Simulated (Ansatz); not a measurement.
C4H7NSSi: where a starting geometry ends

The starting geometry of this gas-phase singlet was optimised with GFN2-xTB; its bonds are those of `[SiH3]c1[nH]ccc1S`.

```xyz
14

C    -1.1083    0.4375   -0.6986
C     0.2684   -0.0309    1.0055
C     0.7298   -0.7361   -0.0751
C    -0.1354   -0.4417   -1.1444
N    -0.8261    0.6649    0.6242
S     0.0363   -1.1111   -2.7625
Si   -2.5556    1.2302   -1.5688
H    -3.5137    0.2120   -2.0105
H    -2.0985    1.9945   -2.7335
H    -3.1842    2.1252   -0.5936
H    -1.3690    1.2699    1.2166
H     0.6476    0.0169    2.0073
H     1.5803   -1.3861   -0.1097
H    -1.0124   -0.4796   -3.2836
```

Question: Predict what it relaxes into with B3LYP-D3(BJ)/def2-SVP.

Answer: It keeps its bonds, and is `[SiH3]c1[nH]ccc1S`.

The energy falls by 0.17 eV over 20 steps:

| step | E − E(last) (eV) |
| --- | --- |
| 1 | 0.172 |
| 3 | 0.092 |
| 5 | 0.091 |
| 7 | 0.075 |
| 9 | 0.058 |
| 12 | 0.021 |
| 14 | 0.011 |
| 16 | 0.001 |
| 18 | 0.000 |
| 20 | 0.000 |

Final geometry (Å):

```yaml
atoms:
  - { symbol: C, position_ang: [-1.2291, 0.4381, -0.6503] }
  - { symbol: C, position_ang: [0.3125, 0.0078, 0.9511] }
  - { symbol: C, position_ang: [0.6531, -0.7624, -0.1464] }
  - { symbol: C, position_ang: [-0.3130, -0.4869, -1.1561] }
  - { symbol: N, position_ang: [-0.8155, 0.7185, 0.6348] }
  - { symbol: S, position_ang: [-0.4476, -1.2303, -2.7638] }
  - { symbol: Si, position_ang: [-2.7148, 1.1961, -1.4851] }
  - { symbol: H, position_ang: [-3.7422, 0.1792, -1.8419] }
  - { symbol: H, position_ang: [-2.3337, 1.9520, -2.7110] }
  - { symbol: H, position_ang: [-3.3121, 2.1529, -0.5012] }
  - { symbol: H, position_ang: [-1.2873, 1.3605, 1.2593] }
  - { symbol: H, position_ang: [0.7834, 0.0988, 1.9276] }
  - { symbol: H, position_ang: [1.4935, -1.4482, -0.2248] }
  - { symbol: H, position_ang: [0.4121, -0.4104, -3.4189] }
```

The end wasn't checked by frequencies. Run with Ansatz 0.2.0, 56 s on 2 threads of Intel(R) Xeon(R) 6975P-C (Granite Rapids), on a shared host.
